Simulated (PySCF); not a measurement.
# Ti²⁺: excitation energy

Ti²⁺ [Ar] 3d2 (3F) → Ti²⁺ [Ar] 3d1 4s1 (3D), as a difference of total energies. All numbers are calculated (PySCF 2.14, scalar relativity by spin-free X2C-1e, in aug-cc-pVDZ-DK). Correlated levels: valence: [Ar] frozen. The calculations carry no spin-orbit coupling.

```tsv
method	excitation energy (eV)
UHF	4.811
LDA	5.106
PBE	5.206
PBE0	5.276
r2SCAN	5.527
PW91	5.268
B3LYP	5.170
r2SCAN0	5.466
MN15	5.270
MP2 (valence)	4.829
SCS-MP2 (valence)	4.817
```
